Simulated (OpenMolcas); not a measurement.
## Pb: effect of the basis set

```yaml
Program: OpenMolcas 26.06
Method: CASSCF
Active_space: 4 electrons in 4 orbitals (6s 6p)
State_averaging: 2S+1 = 3 even, 3 roots; 2S+1 = 1 even, 6 roots; 2S+1 = 5 odd, 1 root; 2S+1 = 3 odd, 5 roots (0 in the spin-orbit step)
Spin-orbit_coupling: state interaction with AMFI integrals over the reference wave functions, term energies averaged over their components
```

A. ANO-RCC-VDZP [7s6p4d2f1g], DKH2, point nucleus; cost of the order of 14 core-seconds
B. ANO-R2 [8s7p5d3f1g], X2C, finite nucleus; cost about 11 core-seconds
C. ANO-RCC-VTZP [8s7p5d3f2g], X2C, point nucleus; cost about 30 core-seconds
D. ANO-RCC-VTZP [8s7p5d3f2g], DKH2, point nucleus; cost of the order of 20 core-seconds
E. ANO-R3 [9s8p6d3f2g1h], X2C, finite nucleus; cost of the order of 18 core-seconds
F. ANO-RCC-VQZP [9s8p6d4f3g], DKH2, point nucleus; cost about 25 core-seconds

Energies in cm⁻¹ above 6s² 6p² ³P₀, the measured ground level; measured values from NIST Handbook of Basic Atomic Spectroscopic Data.

```csv
Level,A,B,C,D,E,F,Measured
6s² 6p² ³P₀,0.0,0.0,0.0,0.0,0.0,0.0,0.0
6s² 6p² ³P₁,6651,6691,6576,6581,6524,6654,7819
6s² 6p² ³P₂ [71 %],10272,10287,10154,10159,10128,10277,10650
6s² 6p² ¹D₂ [71 %],20268,20446,20151,20160,20085,20329,21458
6s² 6p² ¹S₀,28507,28828,28400,28393,28364,28564,29467
6s 6p³ ⁵S°₂,49947,49244,49278,48959,49078,49066,
```

Deviations, from unrounded energies. A percentage is the sum of absolute deviations over the sum of measured energies, with the sign that they share, or ± where signs differ.

| Against measurement | Levels | A | B | C | D | E | F |
| --- | --- | --- | --- | --- | --- | --- | --- |
| mean absolute deviation (cm-1) | 4 | 920 | 790 | 1000 | 1000 | 1100 | 890 |
| fine structure of the ground term (%) | 2 | -8.4 | -8.1 | -9.4 | -9.4 | -9.8 | -8.3 |
| other terms of the ground configuration (%) | 2 | -4.2 | -3.2 | -4.7 | -4.7 | -4.9 | -4.0 |

B lies closest to measurement on these levels and E furthest from it. The largest miss of B in the table is 6s² 6p² ³P₁, by -1100 cm-1. The ranking rests on the paired levels alone, and a cruder setting can come out closer through cancelling errors.

Among A to F the level of the table that moves most is 6s 6p³ ⁵S°₂, by 990 cm-1 (lowest in D, highest in A).

Some high roots are left out of the spin-orbit mixing, which shifts the levels that they would mix with. Terms of s pⁿ other than that of highest spin mix with s² pⁿ⁻² d, which this space lacks; all of them can be thousands of cm-1 off, and some have no real level of that name. Spin-orbit splittings of 6p shells tend to come out small when the coupling is added on scalar orbitals. Computed and measured levels are paired by configuration, term and J; levels that our copy of the source lacks, or whose pairing is in doubt (as where it misses far off the trend of its configuration), stay unpaired and out of the deviations. Where the source uses jj or jK labels, the order within each J decides. Only configurations of the active space appear.

A share in square brackets marks a mixed level and gives the weight of the term that names it, the lowest over the columns. ° marks odd parity.
